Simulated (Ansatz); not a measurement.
Input for Ansatz (a first-principles code): R-PBE0/def2-TZVPP on BClH4Si (SMILES [SiH3]BCl), a point of a torsion scan.

Ansatz 0.2 input:
```yaml
crystal:
  periodic: [false, false, false]
  atoms:
    - {symbol: Si, position_ang: [-0.83555697, 0.00872588, 0.04816388]}
    - {symbol: B, position_ang: [1.03864156, 0.58090014, -0.21911270]}
    - {symbol: Cl, position_ang: [1.95908487, 1.15527380, 1.08443607]}
    - {symbol: H, position_ang: [-1.58879911, 0.87276877, 0.96543843]}
    - {symbol: H, position_ang: [-1.61404700, -0.03233148, -1.19606816]}
    - {symbol: H, position_ang: [-0.91579596, -1.34674944, 0.61175924]}
    - {symbol: H, position_ang: [1.59942344, 0.53362789, -1.25371017]}
basis:
  gaussian:
    orbitals: def2-TZVPP
hamiltonian:
  xc: {name: PBE0}
scf: {lower_state_search: off}
```

Task: Predict the final total energy.

Result: -776.6662 hartree.
